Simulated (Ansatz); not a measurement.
Total energies of `CO[SiH2]Br`.

```xyz
9

C    -0.071   -0.704    1.194
O    -0.288   -0.744   -0.202
Si    0.117    0.449   -1.230
Br   -0.981    2.325   -0.751
H     0.971   -0.462    1.430
H    -0.302   -1.690    1.598
H    -0.723    0.036    1.668
H     1.557    0.787   -1.127
H    -0.279    0.004   -2.579
```

Total charge 0; spin multiplicity 1. Correlated methods include outer-core shells of Br, which these sets cover unevenly. Scalar relativity is left out up to krypton. The geometry is a stationary point of PBE0-D4/def2-TZVP. It is one conformer, not always the lowest. Basis def2-TZVPP, Ansatz.

RPA on PBE orbitals: Hartree–Fock energy of these orbitals -2977.08379 Eh, correlation -1.30065 Eh (frozen core).

```tsv
functional	kind	energy without D4 (Eh)	D4 term (kJ/mol)
BLYP	GGA	-2980.10430	-40.1
BHLYP	global hybrid, 50 %	-2980.05565	-23.8
```

(1) Give the same for LDA (SPW92), PBE, revPBE, r2SCAN, B97M-V, PBE0, B3LYP, r2SCANh, r2SCAN0, HSE06 (plane-wave form), CAM-B3LYP, LC-ωPBE, ωB97X-V, ωB97M-V, B2PLYP, PBE-QIDH. (Best estimate.)

B3LYP takes the VWN-RPA correlation (the form of Gaussian; ORCA's B3LYP/G). HSE06 is the plane-wave form, built on full-range PBE exchange. The double hybrids freeze the cores in their second-order part.

Answers

(1) Ansatz gave: 
```csv
functional,kind,energy without D4 (Eh),D4 term (kJ/mol)
LDA (SPW92),LDA,-2974.46961,–
PBE,GGA,-2979.44257,-18.4
revPBE,GGA,-2979.79742,-53.5
r2SCAN,meta-GGA,-2980.01934,-4.4
B97M-V,meta-GGA with VV10,-2979.56314,–
PBE0,"global hybrid, 25 % exact exchange",-2979.57101,-15.6
B3LYP,"global hybrid, 20 %",-2980.17755,-29.8
r2SCANh,"meta-GGA hybrid, 10 %",-2980.01164,-4.7
r2SCAN0,"meta-GGA hybrid, 25 %",-2980.00124,-5.2
HSE06 (plane-wave form),screened hybrid,-2979.56290,-14.6
CAM-B3LYP,range-separated hybrid,-2980.20971,-16.0
LC-ωPBE,long-range corrected hybrid,-2979.61050,–
ωB97X-V,range-separated hybrid GGA with VV10,-2979.80614,–
ωB97M-V,range-separated hybrid meta-GGA with VV10,-2979.90922,–
B2PLYP,double hybrid,-2979.53307,–
PBE-QIDH,double hybrid,-2979.16553,–
```

LC-ωPBE has ω = 0.4 bohr⁻¹.
